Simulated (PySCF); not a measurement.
C6H11N3.
Bonds: C1–C2, C2–C3, C3–N4 (aromatic), N4–N5 (aromatic), N5–C6 (aromatic), C6–C7, C6–N8 (aromatic), N8–C9, C3–N8 (aromatic). Hydrogens: H10, H11, H12 on C1; H13, H14 on C2; H15, H16, H17 on C7; H18, H19, H20 on C9.

The same species was optimised twice, with GFN2-xTB and with PBE0-D3(BJ)/def2-SVP (PySCF), and the same property calculations (PySCF, gas phase) were run on both structures.

| coordinate | GFN2-xTB | PBE0-D3(BJ)/def2-SVP | change |
| --- | --- | --- | --- |
| N4–N5 (Å) | 1.344 | 1.357 | +0.013 |
| N5–C6 (Å) | 1.300 | 1.308 | +0.008 |
| C3–N4 (Å) | 1.301 | 1.309 | +0.008 |
| N8–C9 (Å) | 1.433 | 1.439 | +0.006 |
| C2–C3 (Å) | 1.485 | 1.488 | +0.003 |
| C1–C2 (Å) | 1.530 | 1.527 | -0.003 |
| C6–C7 (Å) | 1.480 | 1.483 | +0.003 |
| C6–N8 (Å) | 1.372 | 1.371 | -0.001 |
| C3–N8 (Å) | 1.372 | 1.372 | 0.000 |
| C1–C2–C3 (°) | 111.4 | 113.8 | +2.4 |
| C3–N8–C9 (°) | 129.5 | 128.5 | -1.0 |
| C3–N8–C6 (°) | 103.9 | 104.7 | +0.8 |
| C7–C6–N8 (°) | 123.8 | 124.3 | +0.5 |
| N5–C6–C7 (°) | 126.3 | 126.0 | -0.3 |
| C6–N8–C9 (°) | 126.6 | 126.9 | +0.3 |
| N5–C6–N8 (°) | 109.9 | 109.7 | -0.2 |
| N4–C3–N8 (°) | 109.6 | 109.4 | -0.2 |
| C1–C2–C3–N4 (°) | -100 | -103 | -3 |

Rotational constants: A = 3005, B = 1302, C = 994.4 MHz (GFN2-xTB) against A = 2997, B = 1288, C = 981.5 MHz (PBE0-D3(BJ)/def2-SVP). Point groups within 0.08 Å: C1 and C1.

On the GFN2-xTB structure: HOMO (eV) -6.85 [PBE0/pcSseg-1]; LUMO (eV) 0.59 [PBE0/pcSseg-1]; dipole (D) 6.10 [PBE0/pcSseg-1]; GIAO shielding of C1 (ppm) 170.4 [PBE0/pcSseg-1]; GIAO shielding of C2 (ppm) 163.9 [PBE0/pcSseg-1]; GIAO shielding of C3 (ppm) 28.2 [PBE0/pcSseg-1]; GIAO shielding of N4 (ppm) -86.6 [PBE0/pcSseg-1]; GIAO shielding of N5 (ppm) -88.4 [PBE0/pcSseg-1]; GIAO shielding of C6 (ppm) 33.2 [PBE0/pcSseg-1]; GIAO shielding of C7 (ppm) 173.7 [PBE0/pcSseg-1]; GIAO shielding of N8 (ppm) 84.9 [PBE0/pcSseg-1].

Task: What do these properties become on the PBE0-D3(BJ)/def2-SVP structure?

Result: 
```json
{"property": "HOMO (eV)", "level": "PBE0/pcSseg-1", "on GFN2-xTB": "-6.85", "on PBE0-D3(BJ)/def2-SVP": "-6.90", "change": "-0.05"}
{"property": "LUMO (eV)", "level": "PBE0/pcSseg-1", "on GFN2-xTB": "0.59", "on PBE0-D3(BJ)/def2-SVP": "0.52", "change": "-0.07"}
{"property": "dipole (D)", "level": "PBE0/pcSseg-1", "on GFN2-xTB": "6.10", "on PBE0-D3(BJ)/def2-SVP": "6.14", "change": "+0.04"}
{"property": "energy, GFN2-xTB geometry as zero (kcal/mol)", "level": "PBE0/pcSseg-1", "on GFN2-xTB": "0.0", "on PBE0-D3(BJ)/def2-SVP": "-0.6", "change": "-0.6"}
{"property": "GIAO shielding of C1 (ppm)", "level": "PBE0/pcSseg-1", "on GFN2-xTB": "170.4", "on PBE0-D3(BJ)/def2-SVP": "169.4", "change": "-1.0"}
{"property": "GIAO shielding of C2 (ppm)", "level": "PBE0/pcSseg-1", "on GFN2-xTB": "163.9", "on PBE0-D3(BJ)/def2-SVP": "162.8", "change": "-1.1"}
{"property": "GIAO shielding of C3 (ppm)", "level": "PBE0/pcSseg-1", "on GFN2-xTB": "28.2", "on PBE0-D3(BJ)/def2-SVP": "26.9", "change": "-1.3"}
{"property": "GIAO shielding of N4 (ppm)", "level": "PBE0/pcSseg-1", "on GFN2-xTB": "-86.6", "on PBE0-D3(BJ)/def2-SVP": "-95.8", "change": "-9.2"}
{"property": "GIAO shielding of N5 (ppm)", "level": "PBE0/pcSseg-1", "on GFN2-xTB": "-88.4", "on PBE0-D3(BJ)/def2-SVP": "-97.1", "change": "-8.7"}
{"property": "GIAO shielding of C6 (ppm)", "level": "PBE0/pcSseg-1", "on GFN2-xTB": "33.2", "on PBE0-D3(BJ)/def2-SVP": "31.6", "change": "-1.6"}
{"property": "GIAO shielding of C7 (ppm)", "level": "PBE0/pcSseg-1", "on GFN2-xTB": "173.7", "on PBE0-D3(BJ)/def2-SVP": "171.9", "change": "-1.8"}
{"property": "GIAO shielding of N8 (ppm)", "level": "PBE0/pcSseg-1", "on GFN2-xTB": "84.9", "on PBE0-D3(BJ)/def2-SVP": "83.4", "change": "-1.5"}
```

The heavy atoms differ by 0.032 Å rms after alignment. Among bonds between heavy atoms N4–N5 changes most (+0.013 Å). Changes are differences of the printed values. Neither structure is proved a minimum here.

Conformer computed: `[CH3:1][CH2:2][c:3]1[n:4][n:5][c:6]([CH3:7])[n:8]1[CH3:9]`: C1–C2–C3–N4 -103°.
